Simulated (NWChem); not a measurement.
Molecule: GeI, doublet; SMILES [Ge][I]

```xyz
2

Ge     0.0000     0.0000    -1.5893
I      0.0000     0.0000     0.9598
```
Atoms are numbered in this order, from 1.

Level: PBE0/def2-SVP with def2 effective core potentials on I, spin-unrestricted (NWChem), optimised geometry, unscaled harmonic frequencies. The state is orbitally degenerate and is run as one real component. def2 effective core potentials on I; no spin-orbit coupling.

| frequency (cm⁻¹) | IR intensity (km/mol) |
|---|---|
| 238 | 27.9 |

```yaml
zero_point_energy: 0.3 kcal/mol
thermal correction to the enthalpy at 298.15 K (with zero-point energy): 2.7 kcal/mol
heat capacity Cv: 6.7 cal/(mol K)
```

Rigid rotor and harmonic oscillator.
